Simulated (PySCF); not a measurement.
Isomers of C4H4FNS, one GFN2-xTB conformer each. Single-point energies are computed at PBE0/pcSseg-1 (PySCF, gas phase, no added dispersion term), electronic only.

```tsv
SMILES	GFN2-xTB relative energy (kcal/mol)
Cc1ncc(F)s1	0.0
FCc1ccns1	6.2
```

Conformers: `[F:1][CH2:2][c:3]1[cH:4][cH:5][n:6][s:7]1` with F1–C2–C3–C4 0°.

Q: What does PBE0/pcSseg-1 give for the same structures?

A: 
```json
{"SMILES": "Cc1ncc(F)s1", "PBE0/pcSseg-1 E (Eh)": "-707.06856", "PBE0/pcSseg-1 (kcal/mol)": "0.0", "GFN2-xTB (kcal/mol)": "0.0", "point group": "Cs"}
{"SMILES": "FCc1ccns1", "PBE0/pcSseg-1 E (Eh)": "-707.06112", "PBE0/pcSseg-1 (kcal/mol)": "4.7", "GFN2-xTB (kcal/mol)": "6.2", "point group": "Cs"}
```

Both levels put the same isomer lowest. 

Q: Which frontier levels, dipoles and rotational constants go with these structures?

A: 
| SMILES | HOMO (eV, PBE0/pcSseg-1) | LUMO (eV) | dipole (D) | A, B, C (MHz) |
| --- | --- | --- | --- | --- |
| Cc1ncc(F)s1 | -7.05 | -0.78 | 1.52 | 5167, 1805, 1349 |
| FCc1ccns1 | -7.77 | -1.10 | 1.39 | 5146, 1643, 1255 |

Q: As an exercise, what shares would exp(−E/RT) give at 2000 K from these electronic energies alone (no entropy, no degeneracies)?

A: RT = 3.974 kcal/mol: Cc1ncc(F)s1 76.4 %, FCc1ccns1 23.6 %.
